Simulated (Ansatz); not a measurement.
Two structures of C2H7Ga, closed shell, reached by relaxing down either side of one saddle point (PBE0-D4/def2-TZVP). Energies are electronic, without zero-point energy. Program: Ansatz 0.2.0. Basis: def2-TZVPP and def2-QZVPP. Cores are frozen in the correlated methods. Filled d shells of the heavier atoms are correlated. The def2 sets are not built for correlating such inner shells, so the correlated values are less sure here. Extrapolation: Hartree–Fock as exp(−7.88 √X), correlation as X^−2.97. First:

Ga1  (0.674, 1.179, 1.669)
C2  (0.588, 1.826, -0.261)
H3  (-0.120, -1.202, -0.699)
C4  (-0.595, -1.771, 0.100)
H5  (0.843, 2.890, -0.330)
H6  (1.291, 1.275, -0.898)
H7  (-0.415, 1.696, -0.682)
H8  (-0.885, -2.751, -0.277)
H9  (-1.483, -1.242, 0.447)
H10  (0.101, -1.899, 0.930)
(Å)

Second:

```xyz
10
angstrom
Ga 0.3718 -0.2406 2.0975
C 0.3683 1.5497 -0.9912
H -0.2834 0.6878 -1.1325
C -0.4362 -1.6694 0.8916
H 0.0395 2.1267 -0.1261
H 1.3935 1.2129 -0.8349
H 0.3297 2.1817 -1.8782
H 0.2165 -1.8897 0.0387
H -1.4081 -1.3537 0.4939
H -0.5917 -2.6053 1.4415
```

Q: Which bonds change from the first to the second?

A: CH₃Ga ([CH3][Ga]) + CH₄ → CH₃Ga ([CH3][Ga]) + CH₄; bonds formed: Ga1–C4, C2–H3; bonds broken: Ga1–C2, H3–C4.

Q: Give the saddle point's structure and its height above each. (To be estimated.)

A: By the calculation: 41.78 kcal/mol above the first and 41.78 kcal/mol above the second (CCSD(T) at an estimated basis limit (MP2 extrapolated from triple and quadruple zeta, plus CCSD(T) − MP2 in triple zeta)).
```
10
angstrom
Ga 0.4158 0.4162 1.6199
C 0.4600 1.2778 -0.5203
H -0.0168 -0.0185 -0.0694
C -0.4935 -1.3117 0.3895
H -0.0924 2.2016 -0.3259
H 1.5254 1.5221 -0.5628
H 0.1688 0.9347 -1.5218
H -0.7242 -1.4984 -0.6676
H -1.4296 -1.4188 0.9450
H 0.1863 -2.1049 0.7134
```

The search had been set up for a 1,1-elimination (forming C2–H3, breaking Ga1–C2, Ga1–H3); from that guess it ended on this step instead.

The T1 diagnostic stays at or below 0.013.

Labels in which every atom is bracketed show which atoms are joined, not bond orders.

For scale, one of the runs: CCSD(T)/def2-TZVPP, 208 basis functions, launched by `ansatz run in.yaml --threads 4 --pin off --events-out ev --progress --plain --max-ram 9574MiB`. The run took 61 s on 4 CPU threads of an Arm Neoverse V2 (shared host), with 2.8 GiB of host memory at its peak.
